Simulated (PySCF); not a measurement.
C6H15In (SMILES C[CH2][In]([CH2]C)[CH2]C), singlet, geometry from GFN2-xTB (such geometries of metal compounds can be far from the true shape) (all electrons, no relativity); PySCF with PBE/STO-3G.

Here is a job for PySCF.
```python
from pyscf import gto, scf, dft

mol = gto.M(
    atom='''
In    0.076498   -0.222003    0.006935
C     2.026727    0.157712   -1.135453
C     2.361422    1.632523   -1.310681
H     1.940668   -0.330837   -2.110567
H     2.823570   -0.352094   -0.585294
H     2.459952    2.125754   -0.342278
H     1.580502    2.143040   -1.875223
H     3.303963    1.759103   -1.849812
C    -0.388337   -2.354361    0.698395
C    -1.788722   -2.447163    1.289828
H     0.358674   -2.650318    1.440403
H    -0.286411   -3.031199   -0.154541
H    -2.541258   -2.182195    0.544914
H    -1.896925   -1.765122    2.135380
H    -2.004192   -3.458981    1.642365
C    -1.456862    1.394547    0.517766
C    -1.145819    2.752423   -0.095090
H    -1.503813    1.471069    1.607941
H    -2.431155    1.035255    0.174024
H    -1.109383    2.687111   -1.183689
H    -0.183334    3.125902    0.256481
H    -1.909693    3.487589    0.171479
''',
    basis='sto-3g',
    charge=0,
    spin=0,
    verbose=4,
)

mf = dft.RKS(mol)
mf.xc = 'pbe'
mf.kernel()
```

Problem. What does PySCF print? Leave out banner, timings and long lists.

Solution. 
```
PySCF version 2.14.0

[INPUT] verbose = 4
[INPUT] num. atoms = 22
[INPUT] num. electrons = 100
[INPUT] charge = 0
[INPUT] spin (= nelec alpha-beta = 2S) = 0
[INPUT] symmetry False subgroup None
[INPUT] Mole.unit = angstrom
[INPUT] Symbol           X                Y                Z      unit          X                Y                Z       unit  Magmom
[...]
nuclear repulsion = 677.66621621787
number of shells = 44
number of NR pGTOs = 216
number of NR cGTOs = 72
basis = sto-3g
ecp = {}

******** <class 'pyscf.dft.rks.RKS'> ********
method = RKS
initial guess = minao
damping factor = 0
level_shift factor = 0
DIIS = <class 'pyscf.scf.diis.CDIIS'>
diis_start_cycle = 1
diis_space = 8
diis_damp = 0
SCF conv_tol = 1e-09
SCF conv_tol_grad = None
SCF max_cycles = 50
direct_scf = True
direct_scf_tol = 1e-13
XC library pyscf.dft.libxc version 7.1.2
    S. Lehtola, C. Steigemann, M. J. T. Oliveira, and M. A. L. Marques,  SoftwareX 7, 1–5 (2018)
XC functionals = pbe
    J. P. Perdew, K. Burke, and M. Ernzerhof,  Phys. Rev. Lett. 77, 3865 (1996)
    J. P. Perdew, K. Burke, and M. Ernzerhof,  Phys. Rev. Lett. 78, 1396 (1997)
    J. P. Perdew, K. Burke, and M. Ernzerhof,  Phys. Rev. Lett. 77, 3865 (1996)
    J. P. Perdew, K. Burke, and M. Ernzerhof,  Phys. Rev. Lett. 78, 1396 (1997)
radial grids:
    Treutler-Ahlrichs [JCP 102, 346 (1995); DOI:10.1063/1.469408] (M4) radial grids

becke partition: Becke, JCP 88, 2547 (1988); DOI:10.1063/1.454033
pruning grids: <function nwchem_prune>
grids dens level: 3
symmetrized grids: False
atomic radii adjust function: <function treutler_atomic_radii_adjust>
small_rho_cutoff = 0
Set gradient conv threshold to 3.16228e-05
Initial guess from minao.
tot grids = 253704
init E= -5903.81456869707
[...]
cycle= 1 E= -5918.55868565098  delta_E= -14.7  |g|= 0.669  |ddm|= 5.46
[...]
cycle= 2 E= -5918.63254450698  delta_E= -0.0739  |g|= 0.538  |ddm|= 2.39
[...]
cycle= 3 E= -5918.75288896174  delta_E= -0.12  |g|= 0.0346  |ddm|= 1.17
[...]
cycle= 4 E= -5918.75329321711  delta_E= -0.000404  |g|= 0.0182  |ddm|= 0.099
[...]
cycle= 5 E= -5918.75339307216  delta_E= -9.99e-05  |g|= 0.00763  |ddm|= 0.0397
[...]
cycle= 6 E= -5918.75341175016  delta_E= -1.87e-05  |g|= 0.00229  |ddm|= 0.0147
[...]
cycle= 7 E= -5918.75341349902  delta_E= -1.75e-06  |g|= 9.35e-05  |ddm|= 0.00355
[...]
cycle= 8 E= -5918.75341350277  delta_E= -3.75e-09  |g|= 3.75e-05  |ddm|= 0.000254
[...]
cycle= 9 E= -5918.75341350329  delta_E= -5.11e-10  |g|= 1.08e-05  |ddm|= 7.45e-05
[...]
Extra cycle  E= -5918.75341350321  delta_E= 8e-11  |g|= 1.76e-05  |ddm|= 4.41e-05
converged SCF energy = -5918.75341350321
```
